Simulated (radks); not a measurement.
The thallium ion Tl2+, 79 electrons, occupied as [Kr] 4d10 4f14 5s2 5p5.5 5d10 6s1 7s0.5 (fractional occupations, a model configuration).

Method: Dirac Kohn-Sham, BP86, spin-unpolarised, spherical densities, point nucleus; open shells fill j = l - 1/2 first; computed with a radial shooting solver on a logarithmic mesh with Libxc functionals.

Energy parts (eV):
part                       energy
total                  -552083.48
kinetic                 640031.37
electron-nucleus      -1393465.97
Hartree                 211785.55
exchange-correlation    -10434.42

Orbitals (lengths in bohr, moments of r in powers of bohr; <r^-3> diverges for s and p1/2; r(90%) holds 90 % of the orbital's charge):
1s1/2: occ. 2; eigenvalue (eV) -85525.17; r(90%) 0.0299; <1/r> 99.55; <r^4> 3.753e-07; small-component weight 9.53e-02
2s1/2: occ. 2; eigenvalue (eV) -15233.92; r(90%) 0.107; <1/r> 24.56; <r^4> 0.00005409; small-component weight 2.19e-02
2p1/2: occ. 2; eigenvalue (eV) -14622.27; r(90%) 0.0934; <1/r> 24.50; <r^4> 0.00003199; small-component weight 2.20e-02
2p3/2: occ. 4; eigenvalue (eV) -12555.49; r(90%) 0.105; <1/r> 19.69; <r^-3> 22400; <r^4> 0.00005092; small-component weight 1.94e-02
3s1/2: occ. 2; eigenvalue (eV) -3654.228; r(90%) 0.261; <1/r> 9.007; <r^4> 0.001958; small-component weight 7.36e-03
3p1/2: occ. 2; eigenvalue (eV) -3378.799; r(90%) 0.252; <1/r> 8.914; <r^4> 0.001701; small-component weight 7.30e-03
3p3/2: occ. 4; eigenvalue (eV) -2919.338; r(90%) 0.275; <1/r> 7.659; <r^-3> 5263; <r^4> 0.002394; small-component weight 6.55e-03
3d3/2: occ. 4; eigenvalue (eV) -2465.656; r(90%) 0.248; <1/r> 7.558; <r^-3> 922.0; <r^4> 0.001576; small-component weight 6.44e-03
3d5/2: occ. 6; eigenvalue (eV) -2367.575; r(90%) 0.254; <1/r> 7.276; <r^-3> 756.7; <r^4> 0.001745; small-component weight 6.24e-03
4s1/2: occ. 2; eigenvalue (eV) -834.2928; r(90%) 0.562; <1/r> 3.820; <r^4> 0.04326; small-component weight 2.52e-03
4p1/2: occ. 2; eigenvalue (eV) -715.6953; r(90%) 0.571; <1/r> 3.708; <r^4> 0.04584; small-component weight 2.42e-03
4p3/2: occ. 4; eigenvalue (eV) -603.9813; r(90%) 0.620; <1/r> 3.274; <r^-3> 1285; <r^4> 0.06368; small-component weight 2.13e-03
4d3/2: occ. 4; eigenvalue (eV) -410.6816; r(90%) 0.646; <1/r> 3.075; <r^-3> 203.4; <r^4> 0.07438; small-component weight 1.93e-03
4d5/2: occ. 6; eigenvalue (eV) -389.8453; r(90%) 0.662; <1/r> 2.976; <r^-3> 163.1; <r^4> 0.08206; small-component weight 1.86e-03
5s1/2: occ. 2; eigenvalue (eV) -154.2951; r(90%) 1.25; <1/r> 1.576; <r^4> 1.065; small-component weight 6.66e-04
4f5/2: occ. 6; eigenvalue (eV) -140.3860; r(90%) 0.739; <1/r> 2.626; <r^-3> 35.26; <r^4> 0.1328; small-component weight 1.49e-03
4f7/2: occ. 8; eigenvalue (eV) -135.7821; r(90%) 0.750; <1/r> 2.588; <r^-3> 33.44; <r^4> 0.1404; small-component weight 1.46e-03
5p1/2: occ. 2; eigenvalue (eV) -114.3863; r(90%) 1.35; <1/r> 1.452; <r^4> 1.464; small-component weight 5.80e-04
5p3/2: occ. 3.5; eigenvalue (eV) -93.9357; r(90%) 1.49; <1/r> 1.293; <r^-3> 231.4; <r^4> 2.144; small-component weight 4.90e-04
5d3/2: occ. 4; eigenvalue (eV) -39.2273; r(90%) 1.98; <1/r> 1.003; <r^-3> 23.65; <r^4> 6.617; small-component weight 3.06e-04
5d5/2: occ. 6; eigenvalue (eV) -36.8718; r(90%) 2.05; <1/r> 0.9661; <r^-3> 18.43; <r^4> 7.619; small-component weight 2.86e-04
6s1/2: occ. 1; eigenvalue (eV) -28.3376; r(90%) 3.17; <1/r> 0.5833; <r^4> 43.71; small-component weight 1.13e-04
7s1/2: occ. 0.5; eigenvalue (eV) -10.3532; r(90%) 7.03; <1/r> 0.2504; <r^4> 1075; small-component weight 2.58e-05

The highest occupied level is 7s1/2 at -10.353 eV. Summed over all electrons, <r^2> = 56.11 bohr^2, which gives a Langevin (diamagnetic) susceptibility term of -44.4 x 10^-6 cm^3/mol.
